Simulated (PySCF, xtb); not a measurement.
5-phenyl-1,3-thiazole (C9H7NS), SMILES c1ccc(-c2cncs2)cc1.

GFN2-xTB run with xtb at its own geometry gives an orbital gap of 3.04 eV and a dipole moment of 1.69 D.

Geometry optimised at PBE0-D3(BJ)/def2-SVP. One conformer was computed; it need not be the lowest.

What does PBE0/def2-SVP in PySCF give? (The exact figures need the calculation; the answer reports its results.)

gap 5.19 eV (levels -6.59 and -1.40 eV), dipole 1.86 D.
